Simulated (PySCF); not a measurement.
**Electron correlation in Pd²⁸⁺ (palladium, charge +28)**

[Ar], closed-shell 1S. Computed with PySCF 2.14 in an even-tempered Gaussian basis (16 s from 3.9 bohr⁻², ratio 2.5; 11 p from 5 bohr⁻², ratio 2.5; 5 d from 24 bohr⁻², ratio 2.7; 4 f from 36 bohr⁻², ratio 2.7), with no relativity, point nucleus. Frozen: 1s2; 16 electrons correlated; the 17 highest virtual orbitals of each spin left out.

```
  level  correlation energy (mhartree)
   CCSD                        -622.90
    (T)                          -1.68
CCSD(T)                        -624.58
```

Diagnostics: T1 = 0.00049, D1 = 0.0011, largest double amplitude 0.019.

**Question.** Is a single reference adequate?

**Answer.** Yes, within this model without spin-orbit coupling: T1 lies below 0.03 and no double amplitude reaches 0.07.

At this charge a non-relativistic calculation is a model, useful for the Z dependence of the correlation energy.
